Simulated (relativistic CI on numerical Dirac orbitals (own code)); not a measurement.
A reference radial Dirac CI calculation of Tc gave the lowest total energy -4279.87347 Ha in 25 SCF steps, from this input:

```
atom Tc  Z=43  charge=0  electrons=43
nucleus A=97  rms_radius_fm=4.4112
hamiltonian dirac-coulomb  breit=on  qed=on  c_scale=1
orbitals kli  potential=per-configuration
slater_scale 1
correlation none
mixing on
grid step=0.0125 r_max=201.2
scf mixing=0.4 start=green max_iterations=150 tolerance=2e-08 node_fill=0.05
configurations
  [Kr] 4d5 5s2
  [Kr] 4d6 5s
end
```

One setting was then changed (and the iteration limit cut to 60), and the output read:

```
SCF 1: [Kr] 4d5 5s2
 iter      energy (Ha)   residual   last orbital (Ha)
    1     -4893.021994   2.35e+00     -0.47342
    2     -4905.875440   8.61e-01     -0.37013
    3     -4907.818274   4.41e-01     -0.47249
    4     -4908.194318   1.24e-01     -0.46089
    5     -4908.237584   2.13e-02     -0.44895
    6     -4908.240134   2.13e-03     -0.44592
    7     -4908.240349   6.95e-04     -0.44597
    8     -4908.240452   1.29e-04     -0.44624
    9     -4908.240465   2.70e-05     -0.44628
   10     -4908.240467   4.59e-06     -0.44629
   11     -4908.240467   1.81e-07     -0.44630
   12     -4908.240467   3.57e-08     -0.44630
   13     -4908.240467   8.12e-10     -0.44630
SCF 2: [Kr] 4d6 5s
 iter      energy (Ha)   residual   last orbital (Ha)
    1     -4892.307026   2.38e+00     -0.47342
    2     -4905.373631   8.44e-01     -0.34228
    3     -4907.498458   5.02e-01     -0.48398
    4     -4908.014860   1.50e-01     -0.45557
    5     -4908.071761   1.37e-02     -0.42039
    6     -4908.072994   2.64e-03     -0.41671
    7     -4908.073342   2.93e-04     -0.41545
    8     -4908.073369   1.69e-04     -0.41541
    9     -4908.073367   2.42e-05     -0.41529
   10     -4908.073364   1.13e-05     -0.41528
   11     -4908.073365   4.83e-07     -0.41528
   12     -4908.073365   2.51e-07     -0.41528
   13     -4908.073365   7.29e-10     -0.41528
orbital energies (Ha): 3d3/2 -8.8547  3d5/2 -8.0365  4s -4.0532  4p1/2 -2.7193  4p3/2 -1.6805  4d3/2 -0.3216  4d5/2 -0.2713  5s -0.4463
configuration averages (Ha): Dirac-Coulomb, Breit, QED
  4d5 5s2                      -4908.240467   20.222236    9.929150
  4d6 5s                       -4908.073365   20.218432    9.926105
levels: no., configuration, term, J, E (cm-1), weight
   1 4d5 5s2                6S   5/2              0.0  0.90
   2 4d5 5s2                4G   5/2          14242.9  0.28
   3 4d5 5s2                4P   3/2          17030.1  0.44
   4 4d5 5s2                4G   7/2          17149.9  0.71
   5 4d5 5s2                4G   5/2          17451.4  0.47
   6 4d5 5s2                4G   11/2         18280.8  0.85
   7 4d5 5s2                4G   9/2          18569.5  0.89
   8 4d5 5s2                4P   1/2          18906.1  0.59
   9 4d5 5s2                4D   7/2          21302.7  0.73
  10 4d5 5s2                4D   5/2          23335.5  0.41
  11 4d5 5s2                4D   1/2          23460.3  0.62
  12 4d5 5s2                4D   3/2          24799.2  0.44
  13 4d5 5s2                2I   11/2         26417.4  0.78
  14 4d5 5s2                2F   7/2          26459.2  0.50
lowest total energy -4878.243930 Ha
end: converged
```

(1) Which setting was changed?
A. speed of light
B. start potential
C. SCF mixing
D. node fill of the KLI weights

## Answers

(1) A. The speed of light × 0.4. This setting is bad on purpose; its numbers may not be properties of the ion.
